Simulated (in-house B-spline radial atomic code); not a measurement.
A run on Pm (an excited or competing configuration) that did not converge. Method: scalar-relativistic (X2C) B97-1, spin-polarised, spherical fractional occupations, Fermi nucleus of rms radius 4.962 fm; computed with a B-spline radial code for spherical atoms.

Command:
```bash
python run_scf.py task.json out
```
Settings (nuclear radius in fm, mass in u):
```
Z                61
configuration    [Kr] 4d10 4f5 5s2 5p5 5f1 6s2
hamiltonian      x2c
method           b97_1
spin_polarised   True
nucleus          fermi
rms_radius       4.962
atomic_mass      144.91276
speed_of_light   137.035999084
```

First and last ten iterations of the last attempt (damped for 15 steps, keeping 80 % of the old Fock matrix, then DIIS):
```
 iter        energy (Eh)    residual
    1       -9998.397222    5.81e-01
    2      -10000.844834    8.27e-01
    3      -10009.786291    5.14e-01
    4      -10014.433315    3.01e-01
    5      -10016.721834    1.89e-01
    6      -10017.791376    1.19e-01
    7      -10018.273112    7.29e-02
    8      -10018.484329    4.39e-02
    9      -10018.576295    2.95e-02
   10      -10018.617267    2.07e-02
  111      -10018.651953    7.45e-05
  112      -10018.651934    5.33e-05
  113      -10018.651940    4.86e-05
  114      -10018.651962    1.19e-04
  115      -10018.651946    7.46e-05
  116      -10018.651952    9.66e-05
  117      -10018.651953    9.95e-05
  118      -10018.651949    8.79e-05
  119      -10018.651952    8.32e-05
  120      -10018.651940    7.89e-05
 not converged after 120 iterations
```

The smallest residual met was 4.9e-05; the threshold is about 6e-07. No energy from this run should be used. Cost of the run: 4.7 s on 1 thread of Arm Neoverse V2 (shared host).
